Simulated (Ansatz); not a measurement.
A nudged elastic band was laid between two geometries of GaH5O2 (8 atoms, charge 0, multiplicity 1).

Computed with RHF/def2-mTZVP (Ansatz).

* movable images: 5
* climbing image: yes
* spring: 5.0 eV/Å²
* optimiser: quadratic models (default)
* start path: through a guess of the saddle point
* force threshold: 0.05 eV/Å
* iteration limit: 60
* end points: relaxed

Image 0:

```xyz
8
Properties=species:S:1:pos:R:3
Ga -0.231 -0.166 0.088
H -0.236 -1.136 1.342
O 1.380 0.129 -0.700
H 2.094 -0.441 -0.467
H -1.487 0.139 -0.805
O 0.069 1.763 1.075
H 0.916 1.986 0.703
H 0.168 1.765 2.017
```

Image 6:

```xyz
8
Properties=species:S:1:pos:R:3
Ga 0.084 0.680 -0.510
H -0.269 -0.692 2.861
O 1.708 -0.005 -0.724
H 1.804 -0.844 -1.144
H -1.240 0.003 -0.975
O 0.080 2.257 0.292
H 0.915 2.613 0.553
H -0.409 0.025 2.900
```

(1) What changes between the two ends?

(2) Give the energies along the band, and the barrier.

(3) What is the geometry of the highest image?

## Answers

(1) Bonds broken: Ga1–H2, O6–H8. Bonds formed: H2–H8. GaH5O2 becomes GaH3O2 + H2.

(2) It converged. The highest image is number 3 of 0 to 6, 41.6 kcal/mol above the first end and 37.0 kcal/mol above the last; the last end lies 4.5 kcal/mol above the first. The profile has 2 maxima (images 1, 3) with wells between them (image 2): this band takes more than one step, which may be the mechanism or a detour left from its start path. Neighbouring images differ by up to 1.8 eV, so the band resolves the path poorly. A vibrational analysis at the climbing image gives one clearly imaginary mode, 1925i cm⁻¹: a first-order saddle point. The orbitals stay closed-shell, which can raise the energy where a bond breaks towards radicals; this wasn't checked here.

```csv
image,path coordinate (Å),energy (kcal/mol),Ga1–H2 (Å),O6–H8 (Å),H2–H8 (Å)
0,0.00,0.0,1.59,0.95,3.01
1,1.20,2.6,1.58,0.95,3.68
2,2.40,0.9,1.59,0.95,2.42
3,3.60,41.6,1.88,1.27,1.01
4,4.39,10.7,2.43,2.11,0.74
5,5.17,5.1,3.03,2.80,0.73
6,5.95,4.5,3.66,3.47,0.73
```

(3) 
```xyz
8
Properties=species:S:1:pos:R:3
Ga -0.025 0.224 -0.011
H -0.258 -0.197 1.806
O 1.668 -0.110 -0.441
H 1.857 -0.651 -1.190
H -1.288 -0.126 -0.853
O 0.004 1.826 1.044
H 0.836 2.275 1.119
H -0.119 0.798 1.778
```

Run time: 5.5 min on 1 thread of Arm Neoverse N1 (shared host), peak memory 0.2 GiB.
